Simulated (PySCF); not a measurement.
A structure optimised at PBE-D3(BJ)/def2-SVP, used in a PySCF frequency run:

```
C
H 1 1.1093
C 1 1.5504 2 112.92
H 3 1.1146 1 115.39 2 4.93
H 3 1.1163 4 107.97 1 -131.70
O 3 1.4405 4 112.59 5 -124.08
C 6 1.4390 3 91.76 4 -119.53
H 7 1.1149 6 112.64 3 119.63
H 7 1.1171 8 107.87 6 -124.03
Si 1 1.8963 2 109.98 3 134.08
H 10 1.5084 1 107.65 2 -178.65
H 10 1.5085 11 108.10 1 -118.01
C 10 1.8901 11 110.23 12 -120.71
H 13 1.1086 10 111.09 11 58.99
H 13 1.1089 14 107.99 10 -121.90
H 13 1.1092 14 107.87 15 -116.59
```
Charge 0, spin multiplicity 1.

Write its SMILES and formula.

C[SiH2]C1COC1, C4H10OSi

What are its rotational constants (standard atomic weights)?

6.4345, 1.5900, 1.4047 GHz
